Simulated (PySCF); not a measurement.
B3LYP has the VWN-RPA correlation part, as in Gaussian. Delta-SCF ions had no search for a lower state. Excitations are Tamm–Dancoff values on a coarser integration grid. The basis has no diffuse functions, so Rydberg states are missing or too high.

CH4OSi, SMILES `O=C[SiH3]` (charge 0, multiplicity 1)

The numbers are results of B3LYP-D3(BJ)/def2-TZVP in PySCF, not measurements.

- HOMO: -6.95 eV
- dipole moment: 0.458 e·Å
- HOMO–LUMO gap: 5.03 eV
- LUMO: -1.91 eV
- S1 excitation (TDA): 3.28 eV
- S1 oscillator strength: 0.001
- brightest of the four lowest singlets (TDA): 6.21 eV
- T1 excitation (TDA): 2.55 eV
- S1–T1 gap (TDA): 0.73 eV
- vertical ionisation energy (Delta-SCF): 9.60 eV
- total energy: -405.2805 Ha
- cost: about 60 core-seconds (a rough figure)

```xyz
7

O      1.6736    -0.7453    -0.9461
C      1.1232    -0.0009    -0.1707
Si    -0.7825    -0.0086     0.1317
H      1.7352     0.7335     0.4071
H     -1.0168    -0.2890     1.5684
H     -1.4152    -1.0318    -0.7235
H     -1.3009     1.3456    -0.1765
```
